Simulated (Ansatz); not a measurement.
Isolated molecules relaxed with PBE0-D4/def2-TZVP in Ansatz; ΔE leaves out vibrations. CBS: MP2 limit from def2 TZ/QZ plus the TZ coupled-cluster correction, frozen cores. Functionals use def2-TZVPP. B3LYP here is the variant with VWN-RPA as its local correlation; programs differ in this. For Ge, Se outer-core shells are correlated without core-valence functions, which leaves a few kJ/mol of doubt a bond. Scalar relativity is left out up to krypton. Each species was taken in one conformer, which may not be the lowest.

Reaction (formal exchange of groups at a Ge–N bond): `C=C[N](C)[GeH3]` + `CB(C)[SeH]` → `C[B]([GeH3])[SeH]` + `C=CN(C)C`

`C=C[N](C)[GeH3]`:

Z-matrix (Å, degrees):
```
C
N 1 1.441
H 1 1.092 2 110.2
H 1 1.099 2 112.2 3 -120.8
H 1 1.096 2 110.3 3 119.1
C 2 1.375 1 117.5 3 -176.0
Ge 2 1.844 1 119.7 3 21.2
C 6 1.338 2 127.1 1 0.9
H 6 1.088 2 113.8 1 179.6
H 7 1.536 2 106.9 1 -47.2
H 7 1.534 2 106.5 1 -167.5
H 7 1.543 2 111.5 1 72.2
H 8 1.081 6 119.4 2 177.5
H 8 1.082 6 123.1 2 -2.0
```

`CB(C)[SeH]`:

Z-matrix (Å, degrees):
```
C
B 1 1.567
H 1 1.091 2 115.6
H 1 1.097 2 108.5 3 121.0
H 1 1.095 2 110.5 3 -123.7
C 2 1.564 1 121.6 3 170.7
Se 2 1.936 1 116.4 3 -8.5
H 6 1.091 2 115.3 1 163.5
H 6 1.095 2 111.4 1 38.9
H 6 1.098 2 107.8 1 -76.7
H 7 1.469 2 97.6 1 -178.4
```

`C[B]([GeH3])[SeH]`:

Z-matrix (Å, degrees):
```
C
B 1 1.560
H 1 1.097 2 109.8
H 1 1.097 2 109.7 3 -115.1
H 1 1.092 2 115.0 3 122.5
Ge 2 2.070 1 121.4 3 57.3
Se 2 1.912 1 123.8 3 -122.8
H 6 1.542 2 110.4 1 -58.8
H 6 1.540 2 113.3 1 -179.8
H 6 1.542 2 110.5 1 59.1
H 7 1.475 2 98.2 1 0.0
```

`C=CN(C)C`:

Z-matrix (Å, degrees):
```
C
N 1 1.436
H 1 1.091 2 109.4
H 1 1.092 2 109.9 3 -118.8
H 1 1.101 2 112.6 3 120.7
C 2 1.373 1 117.9 3 172.8
C 2 1.440 1 115.9 3 -40.2
C 6 1.338 2 127.5 1 -6.0
H 6 1.087 2 113.0 1 175.8
H 7 1.093 2 110.0 1 55.2
H 7 1.101 2 112.9 1 -65.7
H 7 1.091 2 109.6 1 173.9
H 8 1.081 6 119.4 2 -175.5
H 8 1.082 6 123.1 2 3.4
```

```
             level  ΔE (kJ/mol)  difference from CCSD(T)/CBS
         r2SCAN-D4         70.5                         -2.5
           ωB97M-V         75.2                          2.2
               PBE         59.9                        -13.1
             B3LYP         69.7                         -3.3
CCSD(T)/def2-TZVPP         74.3                          1.3
     HF/def2-QZVPP         85.2                         12.2
    MP2/def2-QZVPP         80.4                          7.4
SCS-MP2/def2-QZVPP         80.6                          7.6
     MP2/CBS(def2)         79.5                          6.5
    CCSD/CBS(def2)         74.5                          1.5
       CCSD(T)/CBS         73.0                            0
```

Largest T1 diagnostic among the species: 0.012.

From PBE to PBE0 (25 % exact exchange), in def2-TZVPP and without D4, ΔE moves by +5.2 kJ/mol. In def2-TZVPP, CCSD(T) changes the Hartree–Fock value by −9.7 kJ/mol (the triples alone add −1.5 kJ/mol) and MP2 by −3.3 kJ/mol.

CCSD(T)/CBS has its own doubt, a few kJ/mol and more with outer-core shells, so smaller differences from it don't rank the levels.
